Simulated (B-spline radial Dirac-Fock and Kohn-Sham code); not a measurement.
ΔSCF core binding energies without Breit or QED terms, calculated with a B-spline atomic structure program.

A sound run for the Ar⁺ ion, [Ne] 3s2 3p5: The ground state converged in 9 iterations, with total energy -528.14154 Ha, virial ratio 1.99292 and highest orbital energy -28.36 eV. ΔSCF binding energies: K (1s) 3225.2 eV. Holes are computed only in closed shells, and unreliable hole states are left out.

A second run, with one unsound setting: The ground state converged in 11 iterations, with total energy -747.66417 Ha, virial ratio 1.20594 and highest orbital energy -20.48 eV. ΔSCF binding energies: K (1s) 4201.8 eV. Holes are computed only in closed shells, and unreliable hole states are left out.

```
iter   energy (Ha)        error
   1     -736.16435157  3.34e+00
   2     -746.34797688  6.18e-01
   3     -747.54243374  2.27e-01
   4     -747.65022288  9.31e-02
   5     -747.66272935  2.09e-02
   6     -747.66413969  2.04e-03
   7     -747.66417015  3.47e-04
   8     -747.66417138  3.80e-05
   9     -747.66417140  3.37e-06
  11     -747.66417140  8.58e-09
```

Q: Which fault fits the second run best?
A. too few iterations
B. functional not served
C. unbound anion
D. speed of light below Z

A: D. The input had c_factor = 0.1101: c_factor makes c so small that Zα exceeds 1, so any numbers that come out have no meaning.
